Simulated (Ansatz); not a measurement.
C2H8AlGa (`[AlH2][CH2][CH2][GaH2]`) at its PBE0-D4/def2-TZVP geometry, where that method's forces vanish. Total charge 0; spin multiplicity 1.

```xyz
12

Al   -1.4603   -1.5850   -1.0713
C     0.0330   -0.7638   -0.0983
C    -0.0338    0.7579    0.0831
Ga    1.4594    1.5901    1.0809
H    -1.4882   -3.1554   -1.3351
H    -2.6594   -0.6839   -1.6053
H     0.9616   -1.0559   -0.6082
H     0.1114   -1.2698    0.8743
H    -0.9586    1.0565    0.5933
H    -0.0953    1.2710   -0.8848
H     2.6112    0.6877    1.6697
H     1.5189    3.1506    1.3017
```

Problem. What forces (eV/Å) does ωB97M-V/def2-TZVPP give on these atoms in Ansatz? (Estimate.)

Solution. Computed: 
```
Al1 -0.080 -0.051 -0.055
C2   0.010 -0.249 -0.030
C3  -0.015  0.257  0.029
Ga4  0.071  0.036  0.046
H5   0.004  0.164  0.029
H6   0.122 -0.084  0.056
H7  -0.055  0.030  0.041
H8   0.003  0.045 -0.060
H9   0.055 -0.031 -0.046
H10 -0.008 -0.047  0.062
H11 -0.100  0.070 -0.052
H12 -0.008 -0.139 -0.021
```
